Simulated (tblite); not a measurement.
thulium atom (Tm), doublet (GFN-xTB shapes and energies of metal compounds can be far from the true ones) (GFN-xTB holds the 4f electrons in the core, so unpaired electrons go into valence orbitals and the state isn't the physical one); IPEA1-xTB in tblite 0.6.0.

tblite was given this input:
```
$ tblite run mol.xyz --method ipea1 --charge 0 --spin 1 --json tblite.json --no-restart

# file mol.xyz
1

Tm     0.00000000     0.00000000     0.00000000
```

**Question.** Write the output that tblite gives for this input, abridged.

**Answer.** 
```
xTB calculator
 | screened Coulomb repulsion
 | Coulomb electrostatics
 |  * isotropic Klopman-Ohno-Mataga-Nishimoto electrostatics
 |  * onsite third-order electrostatics
 | DFT-D3(BJ) dispersion correction

halogen bonding energy    0.0000000000000E+00 Eh
repulsion energy          0.0000000000000E+00 Eh
dispersion energy         0.0000000000000E+00 Eh
number of electrons       3.0000000000000E+00 e
integral cutoff           3.5961166243258E+01 bohr

------------------------------------------------------------
  cycle        total energy    energy error   density error
------------------------------------------------------------
      1    -0.6099292969873  -6.0992930E-01   9.4826033E-11
      2    -0.6099292969873   2.8865799E-15   5.6884851E-11
------------------------------------------------------------

electronic energy        -6.0992929698732E-01 Eh
total energy             -6.0992929698732E-01 Eh

Post processing:
 | Mayer-Wiberg bond orders

[Info] JSON dump of results written to 'tblite.json'
```
